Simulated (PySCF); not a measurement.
C5H6F2O.
SMILES with atom numbers: `[F:1][CH:2]([F:3])[C@H:4]1[CH:5]=[CH:6][CH2:7][O:8]1` (hydrogens: H9 on C2; H10 on C4; H11 on C5; H12 on C6; H13, H14 on C7)

The same species was optimised twice, with GFN2-xTB and with PBE0-D3(BJ)/def2-SVP (PySCF), and the same property calculations (PySCF, gas phase) were run on both structures.

```tsv
coordinate	GFN2-xTB	PBE0-D3(BJ)/def2-SVP	change
C2–C4 (Å)	1.544	1.523	-0.021
C7–O8 (Å)	1.425	1.413	-0.012
C5=C6 (Å)	1.321	1.331	+0.010
C4–O8 (Å)	1.412	1.406	-0.006
F1–C2 (Å)	1.353	1.348	-0.005
C4–C5 (Å)	1.503	1.501	-0.002
C2–F3 (Å)	1.354	1.353	-0.001
C6–C7 (Å)	1.496	1.495	-0.001
F1–C2–F3 (°)	106.3	108.1	+1.8
F1–C2–C4 (°)	111.6	110.3	-1.3
C4–O8–C7 (°)	109.4	110.7	+1.3
F3–C2–C4 (°)	110.4	109.2	-1.2
C2–C4–C5 (°)	111.6	112.8	+1.2
C2–C4–O8 (°)	110.1	109.0	-1.1
C4–C5–C6 (°)	109.0	108.9	-0.1
C6–C7–O8 (°)	105.2	105.1	-0.1
F1–C2–C4–C5 (°)	-41	-52	-11
```

Rotational constants: A = 4096, B = 1518, C = 1481 MHz (GFN2-xTB) against A = 4083, B = 1575, C = 1478 MHz (PBE0-D3(BJ)/def2-SVP). Point groups within 0.08 Å: C1 and C1.

On the GFN2-xTB structure: lowest singlet, TDDFT (eV) 6.52 [wB97X-D/def2-SVPD]; lowest triplet, Tamm–Dancoff (eV) 4.49 [wB97X-D/def2-SVPD]; isotropic polarisability (au) 61.2 [wB97X-D/def2-SVPD]; HOMO (eV) -9.21 [wB97X-D/def2-SVPD]; LUMO (eV) 1.69 [wB97X-D/def2-SVPD]; dipole (D) 1.86 [wB97X-D/def2-SVPD]; HOMO (eV) -7.27 [PBE0/pcSseg-1]; LUMO (eV) -0.04 [PBE0/pcSseg-1]; dipole (D) 1.81 [PBE0/pcSseg-1]; GIAO shielding of F1 (ppm) 320.3 [PBE0/pcSseg-1]; GIAO shielding of C2 (ppm) 64.2 [PBE0/pcSseg-1]; GIAO shielding of F3 (ppm) 318.6 [PBE0/pcSseg-1]; GIAO shielding of C4 (ppm) 94.2 [PBE0/pcSseg-1]; GIAO shielding of C5 (ppm) 55.9 [PBE0/pcSseg-1]; GIAO shielding of C6 (ppm) 47.8 [PBE0/pcSseg-1]; GIAO shielding of C7 (ppm) 104.9 [PBE0/pcSseg-1]; GIAO shielding of O8 (ppm) 289.4 [PBE0/pcSseg-1].

Task: What do these properties become on the PBE0-D3(BJ)/def2-SVP structure?

Result: 
```tsv
property	level	on GFN2-xTB	on PBE0-D3(BJ)/def2-SVP	change
lowest singlet, TDDFT (eV)	wB97X-D/def2-SVPD	6.52	6.43	-0.09
lowest triplet, Tamm–Dancoff (eV)	wB97X-D/def2-SVPD	4.49	4.40	-0.09
isotropic polarisability (au)	wB97X-D/def2-SVPD	61.2	61.8	+0.6
HOMO (eV)	wB97X-D/def2-SVPD	-9.21	-9.13	+0.08
LUMO (eV)	wB97X-D/def2-SVPD	1.69	1.67	-0.02
dipole (D)	wB97X-D/def2-SVPD	1.86	1.84	-0.02
energy, GFN2-xTB geometry as zero (kcal/mol)	wB97X-D/def2-SVPD	0.0	-0.9	-0.9
HOMO (eV)	PBE0/pcSseg-1	-7.27	-7.20	+0.07
LUMO (eV)	PBE0/pcSseg-1	-0.04	-0.07	-0.03
dipole (D)	PBE0/pcSseg-1	1.81	1.77	-0.04
energy, GFN2-xTB geometry as zero (kcal/mol)	PBE0/pcSseg-1	0.0	-0.8	-0.8
GIAO shielding of F1 (ppm)	PBE0/pcSseg-1	320.3	324.6	+4.3
GIAO shielding of C2 (ppm)	PBE0/pcSseg-1	64.2	66.7	+2.5
GIAO shielding of F3 (ppm)	PBE0/pcSseg-1	318.6	323.9	+5.3
GIAO shielding of C4 (ppm)	PBE0/pcSseg-1	94.2	96.1	+1.9
GIAO shielding of C5 (ppm)	PBE0/pcSseg-1	55.9	53.6	-2.3
GIAO shielding of C6 (ppm)	PBE0/pcSseg-1	47.8	44.2	-3.6
GIAO shielding of C7 (ppm)	PBE0/pcSseg-1	104.9	105.4	+0.5
GIAO shielding of O8 (ppm)	PBE0/pcSseg-1	289.4	294.5	+5.1
```

The heavy atoms differ by 0.095 Å rms after alignment. Among bonds between heavy atoms C2–C4 changes most (-0.021 Å). Changes are differences of the printed values. Neither structure is proved a minimum here.

Conformer computed: `[F:1][CH:2]([F:3])[C@H:4]1[CH:5]=[CH:6][CH2:7][O:8]1`: F1–C2–C4–C5 -52°.

The pairwise dispersion term of wB97X-D wasn't added to the energies; at a given geometry it leaves orbitals and properties as they are.
